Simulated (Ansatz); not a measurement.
Frontier orbitals of C$_{3}$H$_{11}$NZr, SMILES `[CH3][Zr]([CH3])([CH3])[NH2]`.

```json
{"atom": "C1", "x (Å)": "-2.006", "y (Å)": "0.601", "z (Å)": "0.211"}
{"atom": "Zr2", "x (Å)": "0.163", "y (Å)": "0.098", "z (Å)": "0.109"}
{"atom": "C3", "x (Å)": "0.839", "y (Å)": "0.472", "z (Å)": "-1.977"}
{"atom": "C4", "x (Å)": "0.335", "y (Å)": "-2.048", "z (Å)": "0.669"}
{"atom": "N5", "x (Å)": "1.127", "y (Å)": "1.281", "z (Å)": "1.442"}
{"atom": "H6", "x (Å)": "-2.200", "y (Å)": "1.654", "z (Å)": "-0.026"}
{"atom": "H7", "x (Å)": "-2.566", "y (Å)": "-0.009", "z (Å)": "-0.511"}
{"atom": "H8", "x (Å)": "-2.429", "y (Å)": "0.408", "z (Å)": "1.204"}
{"atom": "H9", "x (Å)": "1.632", "y (Å)": "1.227", "z (Å)": "-2.037"}
{"atom": "H10", "x (Å)": "-0.002", "y (Å)": "0.829", "z (Å)": "-2.587"}
{"atom": "H11", "x (Å)": "1.220", "y (Å)": "-0.444", "z (Å)": "-2.446"}
{"atom": "H12", "x (Å)": "0.979", "y (Å)": "-2.590", "z (Å)": "-0.035"}
{"atom": "H13", "x (Å)": "-0.656", "y (Å)": "-2.521", "z (Å)": "0.639"}
{"atom": "H14", "x (Å)": "0.741", "y (Å)": "-2.203", "z (Å)": "1.675"}
{"atom": "H15", "x (Å)": "1.608", "y (Å)": "2.147", "z (Å)": "1.236"}
{"atom": "H16", "x (Å)": "1.215", "y (Å)": "1.096", "z (Å)": "2.433"}
```

Charge 0, multiplicity 1. Correlated methods include outer-core shells of Zr, which these sets cover unevenly. Zr: def2 effective core potential. The geometry is a stationary point of PBE0-D4/def2-TZVP. It is one conformer, not always the lowest. Basis def2-TZVPP, the Gaussian-basis code of Ansatz.

Orbital energies of one run (eV). Highest occupied ones, from the top: -6.01, -6.20, -6.52, -6.64, -9.15, -9.34, -9.45, -9.54, -9.75, -9.77, -9.82, -12.06, -16.89, -17.01. Empty: -1.46, -1.05, -0.24, -0.24, -0.07, 0.26.

Which functional gave them?
A. r2SCANh
B. r2SCAN
C. r2SCAN0
D. B3LYP

B. HOMO energies: r2SCAN -6.01, r2SCANh -6.50, B3LYP -6.84, r2SCAN0 -7.25 eV.

B3LYP here is the variant with VWN-RPA as its local correlation; programs differ in this.
